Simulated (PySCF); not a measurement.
A GIAO shielding run with PySCF (density fitting, non-relativistic, gas phase) on `C1[SiH2][C@H](CN)[SiH2]N1`, C₃H₁₂N₂Si₂:

```
$ OMP_NUM_THREADS=1 python probes_run.py task.json out

{"job": {"kind": "nmr", "xc": "PBE0", "basis": "pcSseg-1"}, "charge": 0, "multiplicity": 1}
N      2.527702    -0.339170    -0.883181
C      1.782334    -0.512560     0.355423
C      0.534527     0.349244     0.299062
Si    -0.394210     0.110399    -1.344175
C     -2.196846     0.284916    -0.704393
N     -2.168722     0.371194     0.743869
Si    -0.762477     0.012020     1.647884
H      3.366264    -0.910773    -0.888532
H      2.812536     0.629575    -0.981265
H      1.506615    -1.568985     0.415810
H      2.375284    -0.272272     1.256383
H      0.850419     1.393309     0.375370
H     -0.209776    -1.229739    -1.904114
H     -0.111727     1.135360    -2.355111
H     -2.804722    -0.568333    -1.027516
H     -2.685702     1.178407    -1.107567
H     -3.081682     0.389851     1.168952
H     -0.711487     0.931218     2.789646
H     -0.638135    -1.374410     2.135994
```

Hardware: 1 thread of an Arm Neoverse V1, shared host. The job also computes population analyses, field gradients, ring-centre shieldings.

(1) How large is the calculation?

(2) How long does it take, and how much memory does it need?

## Answers

(1) 72 electrons, 193 basis functions and 1039 auxiliary functions.

(2) 33 s of wall time, with 13 SCF cycles and 4 response iterations; peak memory 0.86 GiB. Times on a shared host scatter by some tens of per cent.
